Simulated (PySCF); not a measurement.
Computed Raman spectrum (relative Raman activity) of a molecule C3H8OSi. Coordinates come from a r2SCAN-D4/def2-SVP optimisation. One conformer was computed; it need not be the lowest. All values below come from r2SCAN-D4/def2-SVP run with PySCF. Frequencies are harmonic and unscaled.

Lines under 2 % of the strongest are left out, and lines within 2 cm⁻¹ are merged.

```tsv
ν (cm⁻¹)	relative intensity
305	2.1
469	2.4
577	7.1
669	5.9
726	2.6
818	5.6
840	2.2
923	6.3
937	8.6
951	25
1025	4.9
1038	2.0
1164	3.2
1225	6.3
1272	2.2
1301	3.4
1398	4.9
1464	3.5
2209	88
2226	100
2232	42
3088	79
3115	71
3142	66
3218	46
3812	80
```

Q: Which structure fits?
A) C=C[SiH2]OC
B) C[SiH2]CC=O
C) O[C@H]1C[C@H]1[SiH3]
D) C[C@H]1OC[SiH2]1

A: C, O[C@H]1C[C@H]1[SiH3]
